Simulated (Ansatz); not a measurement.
Total energies of `COc1ccc(-c2sc(-c3sc(-c4sc(-c5sc(-c6ccc(C(F)=C(F)F)cc6)c6c5OCCO6)c5c4OCCO5)c4c3OCCO4)c3c2OCCO3)cc1` from Ansatz at PBE0-D4/def2-TZVP, gas phase (1 Eh = 27.2114 eV = 2625.5 kJ/mol). The reference geometry is relaxed at PBE-D4/def2-SVP.

| state | geometry | energy (Eh) |
| --- | --- | --- |
| charge 0 singlet | reference | -4069.39839 |
| charge 1 doublet | reference | -4069.19941 |
| charge -1 doublet | reference | -4069.44018 |
| free C atom (triplet) | – | -37.80537 |
| free O atom (triplet) | – | -75.01860 |
| free S atom (triplet) | – | -397.97371 |
| free F atom (doublet) | – | -99.67617 |
| free H atom (doublet) | – | -0.50104 |

Single mean-field runs in def2-TZVP are fitted with def2-universal-jkfit.

Work out the vertical ionisation energy to the doublet.

E(charge 1 doublet) − E(charge 0 singlet) = -4069.19941 − (-4069.39839) = 0.19898 Eh = 5.41 eV. For comparison, −ε of the highest occupied level is 4.55 eV at this level, 0.86 eV less.

Work out the vertical electron affinity, to the doublet.

E(charge 0 singlet) − E(charge -1 doublet) = -4069.39839 − (-4069.44018) = 0.04179 Eh = 1.14 eV. The basis lacks diffuse functions, which makes affinities too small.

Give the fundamental gap IE − EA, the Mulliken electronegativity (IE + EA)/2 and the hardness (IE − EA)/2.

From the values in Eh: IE − EA = 0.19898 − 0.04179 = 0.15719 Eh = 4.28 eV; (IE + EA)/2 = 3.28 eV; (IE − EA)/2 = 2.14 eV. The HOMO–LUMO gap of the same run is 2.64 eV, 1.64 eV smaller than the fundamental gap.

What is the binding energy per atom against free atoms?

Atoms: 39 × (-37.80537) + 9 × (-75.01860) + 4 × (-397.97371) + 3 × (-99.67617) + 27 × (-0.50104) = -4054.02826 Eh. Binding: -4054.02826 − (-4069.39839) = 15.37013 Eh = 418.24 eV, or 5.10 eV for each of 82 atoms (no zero-point energy, no counterpoise term).
